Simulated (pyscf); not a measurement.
Optimised with ωB97X-D3(BJ)/def2-SVP in PySCF.

SMILES: CCS[SiH]([SiH3])[SiH3]
```xyz
18

C     -0.6786    -0.0864    -2.4671
C      0.7296     0.0367    -1.9032
S      1.1952    -1.2962    -0.7410
Si    -0.1152    -0.9101     0.9190
Si    -0.4151     1.3856     1.2287
Si    -2.1702    -2.0027     0.7134
H     -0.8269    -1.0721    -2.9340
H     -0.8609     0.6926    -3.2253
H     -1.4385     0.0317    -1.6795
H      0.8849     1.0122    -1.4148
H      1.4782    -0.0344    -2.7069
H      0.5811    -1.4725     2.1139
H      0.8999     2.0910     1.2409
H     -1.2594     1.9598     0.1392
H     -1.1100     1.6119     2.5308
H     -1.9545    -3.4459     0.4015
H     -2.9889    -1.3921    -0.3754
H     -2.9354    -1.8905     1.9928
```
Charge 0, spin multiplicity 1.

**Question.** What is the homolytic dissociation enthalpy (298 K, ωB97M-D3(BJ)/def2-TZVP) of the S–Si bond of H₃C–CH₂–S–SiH(SiH₃)–SiH₃ (SMILES CCS[SiH]([SiH3])[SiH3]), to H₃C–CH₂–S• + H₃Si–SiH•–SiH₃?

**Answer.** S–Si to H₃C–CH₂–S• + H₃Si–SiH•–SiH₃: 79.2 kcal/mol. The 7 functionals that were run give +72.6 (PBE) to +81.8 kcal/mol (ωB97X-D3(BJ)/def2-TZVP). Other isomers of H₃C–CH₂–S•, H₃Si–SiH•–SiH₃ were not searched in full and may lie lower.
